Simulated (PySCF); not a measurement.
C₂H₂N₂Si.
Atom-mapped SMILES: `[N:1]#[C:2][SiH2:3][C:4]#[N:5]` (hydrogens: H6, H7 on Si3)

Structure used (GFN2-xTB), in Å, numbered top down from 1:
```
atom  x, y, z in Å
N1    -2.377   -1.209   -0.015
C2    -1.466   -0.515   -0.004
Si3    0.001    0.640    0.010
C4     1.467   -0.515   -0.023
N5     2.378   -1.208   -0.045
H6     0.009    1.382    1.268
H7    -0.008    1.430   -1.218
```

Level of theory: TDDFT CAM-B3LYP/def2-SVPD, vertical, gas phase, core orbitals frozen in the response in PySCF 2.14.0, density-fitted response routines.

Frontier orbitals with the atoms that hold most of them (Löwdin shares over 4%, at most four atoms; ? is withheld):

```csv
orbital,ε (eV),atoms
HOMO-3,-12.16,"N5 26%, N1 26%, C4 22%, C2 22%"
HOMO-2,-12.15,"N1 25%, N5 25%, C2 18%, C4 18%"
HOMO-1,-11.91,?
HOMO,-11.82,"N1 20%, N5 20%, C2 17%, C4 17%"
LUMO,?,?
LUMO+1,-0.29,"Si3 26%, C4 15%, C2 15%, N5 14%"
LUMO+2,-0.07,"Si3 39%, C2 13%, C4 13%, H6 10%"
```

**Question.** Which atoms hold the LUMO, and with what shares?

**Answer.** Si3 (bonded to 2 C and 2 H) 27%; C4 (bonded to N and Si) 16%; C2 (bonded to N and Si) 16%; N5 (bonded to C) 15%. By element: carbon 33%, silicon 27%, nitrogen 15% or more.

**Question.** Give the leading atoms of the HOMO-1.

**Answer.** N1 (bonded to C) 27%; N5 (bonded to C) 27%; C2 (bonded to N and Si) 22%; C4 (bonded to N and Si) 22%. By element: nitrogen 54%, carbon 44%.

**Question.** What is the LUMO energy, and the HOMO–LUMO gap?

**Answer.** ε(LUMO) = -0.35 eV; the gap is 11.47 eV (0.4217 hartree).

**Question.** The HOMO–LUMO gap is 11.47 eV. Where does the response calculation put the lowest singlet, and from which orbitals?

**Answer.** S1 is at 7.08 eV (f = 0.0000), 4.39 eV below the gap, made of HOMO-3→LUMO (35%), HOMO-1→LUMO+1 (27%), HOMO→LUMO+2 (18%). Its leading pair isn't HOMO and LUMO; the energies of that pair differ by 11.81 eV. 

Next come S2 at 7.09 eV (f 0.0011), HOMO→LUMO (51%), HOMO-3→LUMO+2 (16%), HOMO-2→LUMO+1 (11%); S3 at 7.37 eV (f 0.0000), HOMO-1→LUMO+1 (45%), HOMO-3→LUMO (22%), HOMO→LUMO+2 (12%); S4 at 7.39 eV (f 0.0029), HOMO-1→LUMO (39%), HOMO-3→LUMO+1 (30%), HOMO→LUMO+4 (13%); S5 at 7.43 eV (f 0.0042), HOMO→LUMO+1 (36%), HOMO-2→LUMO (27%), HOMO-1→LUMO+2 (13%).

Löwdin shares depend on the basis, the more so with diffuse functions.
